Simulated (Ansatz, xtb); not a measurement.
**Redistribution: CH2ClF + CH2I2 → CH2ClI + CH2FI**

Species: CH2ClF (chlorofluoromethane) `FCCl`, singlet; CH2I2 (diiodomethane) `ICI`, singlet; CH2ClI (chloroiodomethane) `ClCI`, singlet; CH2FI (fluoroiodomethane) `FCI`, singlet. The partners trade F for I; both sit on C, so the bond types are kept.

Shapes, held fixed at every level: PBE0-D4/def2-TZVP. Programs: Ansatz 0.2.0, xtb 6.7.1. The zero-point and thermal change to 298 K, harmonic and unscaled (PBE0-D4/def2-TZVP), is -0.2 kJ/mol.

| level | kind | ΔH(298 K) (kJ/mol) | less CCSD(T)/def2-TZVPP | CPU time (sum over the molecules) |
| --- | --- | --- | --- | --- |
| GFN2-xTB | semi-empirical | -5.2 | -19.7 | 0.24 s |
| PBE-D4/def2-TZVPP | GGA | +8.6 | -5.9 | 14 s |
| B3LYP-D4/def2-TZVPP | global hybrid | +10.0 | -4.5 | 4.9 min |
| PBE0-D4/def2-TZVPP | global hybrid | +11.1 | -3.4 | 13 s |
| wB97M-V/def2-TZVPP | range-separated hybrid | +12.5 | -2.0 | 50 s |
| MP2/def2-SVP | perturbation theory | +19.3 | +4.8 | – |
| CCSD(T)/def2-SVP | coupled cluster or CI | +16.5 | +2.0 | 13 s |
| CCSD(T)/def2-TZVPP | coupled cluster or CI | +14.5 | 0.0 | 1.9 min |

The highest level, CCSD(T)/def2-TZVPP, gives ΔH(298 K) = +14.5 kJ/mol; the levels span -5.2 to +19.3. They disagree on the sign: 7 of 8 are positive. The column of differences is taken from that level and isn't an error. No measured value is set beside it here. For atoms past krypton def2 sets carry core potentials with scalar relativity. Outer-core shells of I are correlated in most correlated rows, in sets that cover them unevenly. Times are processor times on shared x86 and Arm servers, and rough.
